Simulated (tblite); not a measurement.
C6H12N (doublet state).
Z-matrix (Å and degrees, GFN2-xTB geometry), rows numbered from 1:
```
C 
C   1  1.4844
C   2  1.5329  1  114.39
C   3  1.5383  2  113.54  1   -51.30
N   4  1.4503  3  115.58  2    86.57
C   5  1.4382  4  115.99  3   -70.77
C   1  1.4712  2  123.15  3   -20.59
H   1  1.0772  2  117.76  3   149.05
H   2  1.1027  1  110.34  3   121.98
H   2  1.0961  1  108.94  3  -122.20
H   3  1.0923  2  108.07  1  -172.23
H   3  1.0930  2  109.99  1    70.99
H   4  1.0949  3  108.99  2  -153.69
H   4  1.0929  3  109.75  2   -35.56
H   5  1.0160  4  109.35  3    54.48
H   6  1.0933  5  107.51  4  -178.78
H   6  1.0935  5  108.09  4   -61.93
H   7  1.0916  1  110.01  2  -164.11
H   7  1.0949  1  111.42  2   -43.89
```

Level: GFN2-xTB in tblite, geometry and Hessian alike; calculated harmonic values, unscaled, isolated species. Against measured fundamentals such values can be off by several per cent, at times by over 20. One conformer, not necessarily the lowest. Open shells enter through the occupations alone, without spin polarisation, and single modes of such species can be off by tens of per cent.

Harmonic wavenumbers (cm⁻¹): 72.7, 206.9, 247.9, 333.5, 342.9, 376.0, 431.4, 529.6, 546.3, 787.3, 805.2, 850.9, 878.8, 918.6, 931.9, 953.2, 984.5, 1040.4, 1063.3, 1078.9, 1134.8, 1165.9, 1186.7, 1200.9, 1207.4, 1245.4, 1273.3, 1292.4, 1305.9, 1334.3, 1341.0, 1343.1, 1359.1, 1418.8, 1465.0, 1470.3, 1471.7, 1477.9, 1492.1, 2814.5, 2921.7, 2926.2, 2939.3, 2949.7, 2960.1, 2960.7, 2972.1, 2973.9, 2978.2, 3097.4, 3353.5.

A = 3398, B = 3011, C = 1825 MHz; mass 98.097 u (most abundant isotopes); point group C1, symmetry number 1; spin multiplicity 2.

Zero-point energy?

½Σν̃ = 37207 cm⁻¹ = 106.38 kcal/mol.

Entropy at 400 K, 1 bar (ideal gas, RRHO, classical rotation)?

Translation 41.15, rotation 28.12, vibration 23.25, spin (R ln 2) 1.38: S = 93.9 cal/(mol K).

And Cp and H(400 K) − H(0)?

Cp = 40.38 cal/(mol K), of which vibrations give 32.43 (their classical limit is 51 R = 101.3); H(400 K) − H(0) = 8.68 kcal/mol without the zero-point energy, 5.50 from vibrations.

Blend soft modes into free rotors: weight 1/[1 + (100 cm⁻¹/ν̃)⁴] for the oscillator and the rest for a rotor with moment μB/(μ + B), μ = h/(8π²ν), B = 10⁻⁴⁴ kg m². What vibrational entropy results?

22.31 cal/(mol K) in place of 23.25, which changes −T·S at 400 K by +0.37 kcal/mol.

Which modes carry the vibrational entropy at 400 K?

72.7 cm⁻¹: 4.66; 206.9 cm⁻¹: 2.62; 247.9 cm⁻¹: 2.28; 333.5 cm⁻¹: 1.74; 342.9 cm⁻¹: 1.69; 376.0 cm⁻¹: 1.53 cal/(mol K); the other 45 give 8.72 together.

Hindered rotation and anharmonicity are outside this model. Other conformers, if any are populated, would add a mixing term that is left out. The structure is chiral; the term R ln 2 for an equal mix with its mirror image is left out.
